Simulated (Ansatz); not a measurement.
The cluster Li₁₁⁺, relaxed as a singlet with RKS r2SCAN/def2-SVP in Ansatz, starting from the GFN2-xTB geometry. Force threshold 0.02 eV/Å.

The restricted singlet is unstable towards broken spin symmetry in Hartree–Fock (as tested in another run); at r2SCAN/def2-SVP this wasn't settled. The structure comes from a short search, and lower isomers may exist.

Start:

Cartesian coordinates in Å:
```
Li 1.177 0.757 -1.127
Li -3.377 -1.466 0.055
Li 1.815 1.427 -3.528
Li 0.803 0.045 1.590
Li -1.668 -1.039 2.048
Li -0.533 0.384 -3.347
Li 0.031 -0.622 3.996
Li 3.104 1.137 0.619
Li -1.246 -0.498 -0.713
Li 2.660 0.564 3.224
Li -2.766 -0.690 -2.816
```

```csv
step,energy (eV),largest force component (eV/Å),SCF passes
1,-2239.6392,0.990,53
2,-2240.3931,0.647,38
3,-2240.8484,0.409,37
4,-2241.1249,0.216,39
5,-2241.2807,0.133,37
6,-2241.3610,0.144,38
7,-2241.4350,0.108,37
8,-2241.5243,0.131,37
9,-2241.6098,0.150,37
10,-2241.6960,0.163,38
11,-2241.7859,0.176,37
13,-2241.9808,0.150,38
15,-2242.2027,0.091,37
17,-2242.3564,0.073,36
19,-2242.4981,0.079,36
21,-2242.6841,0.106,36
23,-2242.8261,0.129,37
25,-2242.9134,0.041,38
27,-2242.9735,0.071,37
29,-2243.1192,0.121,36
31,-2243.3367,0.126,34
33,-2243.5030,0.071,36
35,-2243.5407,0.081,38
37,-2243.5575,0.023,36
39,-2243.5660,0.020,37
41,-2243.5678,0.005,32
42,-2243.5679,0.002,32
```

Force components are those of the run's own axes.

End:

```xyz
11

Li   -0.4422    2.6928    0.8553
Li   -2.4209    0.4343   -0.6608
Li    2.4631   -1.2339   -0.5401
Li    0.3858    0.1600    0.4547
Li   -1.3490    0.1556    2.5164
Li   -0.0807    0.2967   -2.3937
Li    0.8462   -2.0866    2.0401
Li    2.2777    1.9220   -0.5881
Li   -0.9237   -2.0619   -0.8470
Li    2.0411    0.9450    2.5549
Li   -2.7973   -1.2240   -3.3918
```

Bonds lost: Li1–Li3, Li1–Li6, Li1–Li9, Li2–Li5, Li3–Li6, Li5–Li9, Li6–Li11, Li7–Li10 (atoms count from 1). Bonds formed: Li2–Li4, Li2–Li6, Li3–Li4, Li4–Li6 (atoms count from 1). Metal–metal contacts that move far: Li5–Li7 2.62 to 3.17 Å, Li1–Li8 2.63 to 3.17 Å.

The force fell under the threshold at step 39, but the optimiser went on. No frequencies were taken in this run, so the end may be a saddle point.

It took 2.6 min on 4 threads of Arm Neoverse V1 on a shared host.
